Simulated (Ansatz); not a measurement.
Cost and result for the atomization energy of Al3FH5NO, SMILES `[NH2][AlH][AlH][O][AlH][F]` (11 atoms, 10 bonds).

Z-matrix (Å, degrees):
```
N
Al 1 1.770
H 1 1.008 2 125.3
H 1 1.010 2 124.4 3 180.0
Al 2 2.591 1 113.3 3 -179.9
H 2 1.593 1 116.6 3 0.0
O 5 1.707 2 113.6 1 -0.2
H 5 1.593 2 131.4 1 179.9
Al 7 1.670 5 151.3 2 -0.0
F 9 1.657 7 118.0 5 0.4
H 9 1.565 7 124.4 5 -179.6
```

The species carries charge 0 and has multiplicity 1. All single points use the PBE0-D4/def2-TZVP geometry. It is one conformer, not always the lowest. Program: Ansatz. All runs use 4 threads of an Arm Neoverse V2 on a shared host. Times are those of one run each, without the atoms' runs, and a repeat can differ threefold. Electronic energies, without spin–orbit coupling; frozen cores. CCSD(T)/CBS adds CCSD(T) − MP2 in def2-TZVPP to the MP2 limit, and its time is that of the two runs behind it. T1 = 0.014. B3LYP takes the VWN-RPA correlation (the form of Gaussian; ORCA's B3LYP/G). HSE06 is the plane-wave form, built on full-range PBE exchange.

CCSD(T)/CBS is a level of theory with its own doubt, some kJ/mol a heavy atom from the limit and from the frozen cores, so smaller differences don't rank the functionals.

```
                            level  functions  wall time  atomization (kcal/mol)  difference from CCSD(T)/CBS  per bond
               BLYP-D4/def2-TZVPP        289      3.1 s                   883.1                         -9.7      -1.0
  PBE-D4/def2-TZVPP (with forces)        289      3.5 s                   887.6                         -5.2      -0.5
               PBE0-D4/def2-TZVPP        289      4.4 s                   870.3                        -22.5      -2.3
              HSE06-D4/def2-TZVPP        289      4.6 s                   870.6                        -22.2      -2.2
          CAM-B3LYP-D4/def2-TZVPP        289      5.5 s                   891.4                         -1.4      -0.1
B3LYP-D4/def2-TZVPP (with forces)        289      6.5 s                   882.8                        -10.0      -1.0
                 CCSD(T)/def2-SVP        121        7 s                   825.1                        -67.7      -6.8
              PBE-QIDH/def2-TZVPP        289        8 s                   871.2                        -21.6      -2.2
            r2SCANh-D4/def2-TZVPP        289      8.5 s                   879.8                        -13.0      -1.3
                B97M-V/def2-TZVPP        289       11 s                   896.8                          4.0       0.4
                   MP2/def2-QZVPP        531       25 s                   902.2                          9.4       0.9
               CCSD(T)/def2-TZVPP        289    4.2 min                   864.2                        -28.6      -2.9
                CCSD(T)/CBS(def2)          –    4.6 min                   892.8                          0.0       0.0
```

The D4 term adds +9.2 kcal/mol with B3LYP and +4.9 kcal/mol with PBE0; it sums over pairs of atoms, weighted by their polarisabilities, and B3LYP, whose exchange is more repulsive, gets the larger term. From BLYP to BHLYP (50 % exact exchange), in def2-TZVPP and without D4, the atomization energy moves by −21.4 kcal/mol: exact exchange takes away binding that semilocal exchange gives to molecules. In def2-TZVPP, CCSD(T) changes the Hartree–Fock value by +222.7 kcal/mol (the triples alone add +13.0 kcal/mol) and MP2 by +243.1 kcal/mol; breaking electron pairs costs correlation energy, which Hartree–Fock lacks.
